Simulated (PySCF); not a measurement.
A structure optimised at B3LYP-D3(BJ)/def2-SVP, used in a PySCF frequency run:

```xyz
12

Be    -0.7323    -0.2225     0.0000
I      1.4399     0.0179     0.0000
C     -2.4060    -0.4046     0.0000
C     -3.0708     0.1638     1.2709
C     -3.0708     0.1638    -1.2709
H     -2.5810    -1.5018     0.0000
H     -4.1605    -0.0236     1.2722
H     -2.9359     1.2568     1.3454
H     -2.6624    -0.2798     2.1942
H     -2.6624    -0.2798    -2.1942
H     -4.1605    -0.0236    -1.2722
H     -2.9359     1.2568    -1.3454
```
Charge 0, spin multiplicity 1.

**Question.** Write its SMILES, formula and point group.

**Answer.** C[CH](C)[Be][I], C3H7BeI, Cs

**Question.** What are its rotational constants (standard atomic weights)?

**Answer.** 7.8816, 0.80048, 0.74533 GHz
